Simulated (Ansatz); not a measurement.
CHF (SMILES [CH]F) moved off its minimum; all values from Ansatz (a program for electronic structure), cores frozen in correlated methods.
(charge 0, multiplicity 1)
```xyz
3

C     -0.4257     0.4309     0.0343
F      0.5898    -0.1857     0.0795
H     -1.3350    -0.2346    -0.0344
```

Q: Give the forces (eV/Å), the total energy and the dipole at CCSD(T)/aug-cc-pVTZ.

A: 
```json
[
 {"atom": "C1", "Fx": "-6.292", "Fy": "5.283", "Fz": "-0.246"},
 {"atom": "F2", "Fx": "5.786", "Fy": "-4.524", "Fz": "0.234"},
 {"atom": "H3", "Fx": "0.505", "Fy": "-0.759", "Fz": "0.012"}
]
```
Energy -138.2225 hartree, dipole 1.61 D.

Doubts at one or more of the structures used: a restricted determinant that unrestricted orbitals would lower (CCSD(T)/aug-cc-pVTZ).
